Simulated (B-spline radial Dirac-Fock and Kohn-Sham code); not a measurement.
**Relativistic shifts of the levels of Ti¹⁸⁺**

System: Ti¹⁸⁺ in the configuration [He] 2s2.

Both columns are ΔSCF binding energies of the configuration average from a radial atomic solver: non-relativistic Hartree-Fock with a point nucleus, and Dirac-Fock with a finite nucleus and the Coulomb interaction alone, averaged over the two j levels with weights 2j+1.

| shell | Hartree-Fock (eV) | Dirac-Fock (eV) | shift (eV) | shift (%) |
| --- | --- | --- | --- | --- |
| 1s | 5988.9 | 6025.9 | +36.99 | +0.62 |
| 2s | 1330.5 | 1340.6 | +10.10 | +0.76 |

Relativity binds 1s, 2s more strongly, among those listed most of all 2s in relative terms.

Values without a named source are computed, but for edge energies of neutral atoms, which are taken from tables.
